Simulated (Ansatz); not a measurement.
`OB(F)CF` and `OB(F)[NH][AlH2]` differ in one atom or group.

Ansatz, PBE0-D4/def2-TZVP geometries, multiplicity 1. Each molecule was computed in one conformer, which needn't be the lowest.

```
                                          property  `OB(F)CF`
size of the dipole moment (ωB97M-V/def2-TZVPP) / D       1.27
             HOMO energy (ωB97M-V/def2-TZVPP) / eV     -11.77
                LUMO energy (PBE0/def2-TZVPP) / eV       0.63
             HOMO–LUMO gap (B3LYP/def2-TZVPP) / eV       9.44
             LUMO energy (ωB97M-V/def2-TZVPP) / eV       1.91
              HOMO–LUMO gap (PBE0/def2-TZVPP) / eV      10.01
```

(1) Give the same properties after the change, and the shifts. (Estimate.)

Results:

(1) Computed: 
```tsv
property	`OB(F)[NH][AlH2]`	shift
size of the dipole moment (ωB97M-V/def2-TZVPP) / D	0.79	-0.48
HOMO energy (ωB97M-V/def2-TZVPP) / eV	-10.66	1.11
LUMO energy (PBE0/def2-TZVPP) / eV	-1.09	-1.72
HOMO–LUMO gap (B3LYP/def2-TZVPP) / eV	6.74	-2.70
LUMO energy (ωB97M-V/def2-TZVPP) / eV	0.52	-1.39
HOMO–LUMO gap (PBE0/def2-TZVPP) / eV	7.22	-2.79
```

With PBE0 the HOMO rises by 1.06 eV and the LUMO falls by 1.72 eV, so the gap narrows by about 2.78 eV. PBE moves the HOMO by 0.73 eV and ωB97M-V by 1.11 eV. The zero-point energy changes by 1.0 kJ/mol with +3 modes. Dipoles are sizes alone; their direction can turn.

B3LYP here is the variant with VWN-RPA as its local correlation; programs differ in this.
